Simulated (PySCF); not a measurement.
# Polarisability and C₆ of Ni(2+) (nickel, charge +2)

[Ar] 3d8, high-spin 3F determinant. Computed with PySCF 2.14 in aug-cc-pVTZ with one added diffuse shell each of s, p, d, f, g type (9s8p6d4f3g, 118 functions), with no relativity, point nucleus. Coupled (time-dependent) response in atomic units; α is the mean over directions.

```tsv
method	mean α (bohr³)	C₆ (like pair)	S(−4)
PBE0	3.147	8.769	4.904
```

S(−4) is the Cauchy moment in α(ω) = α(0) + S(−4) ω² + …

α(iu) at PBE0:

```tsv
u (hartree)	α(iu) (bohr³)
0	3.147
0.0500	3.134
0.100	3.099
0.200	2.970
0.300	2.793
0.500	2.407
0.750	1.997
1.00	1.684
1.50	1.255
2.00	0.9759
3.00	0.6412
5.00	0.3391
```

A single London oscillator, α(iu) = α/(1 + u²/ω²), gives C₆ = (3/4) ω α². Matching the computed C₆ needs ω = 4 × 8.769 / (3 × 3.147²) = 1.18 hartree.

For an ion, C₆ is the dispersion term alone; charge-induced terms of lower order in 1/R come first.
